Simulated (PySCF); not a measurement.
ClHSi, neutral, multiplicity 1.

```xyz
3

Si     0.1114     1.1050     0.0000
H     -1.4186     1.3137     0.0000
Cl    -0.0083    -0.9873     0.0000
```
Charge 0, spin multiplicity 1.

Geometry: PBE-D3(BJ)/def2-TZVP. The isomer is the one that the SMILES or the coordinates give; other isomers of the formula were not compared.

These are PBE0/pcSseg-2 run with PySCF values and carry that method's errors. Non-relativistic, no solvent.

Question: Give the absolute GIAO shielding of each atom: isotropic value and principal components (ppm). (Estimate from the structure and the level; the computed values follow.)

Answer: 
```json
[
 {"atom": "Si1", "σ(iso)": "-249.7", "σ11": "-1192.7", "σ22": "156.2", "σ33": "287.3", "span": "1480.0"},
 {"atom": "H2", "σ(iso)": "20.4", "σ11": "16.3", "σ22": "21.0", "σ33": "23.9", "span": "7.6"},
 {"atom": "Cl3", "σ(iso)": "352.7", "σ11": "-401.0", "σ22": "301.2", "σ33": "1157.9", "span": "1558.9"}
]
```
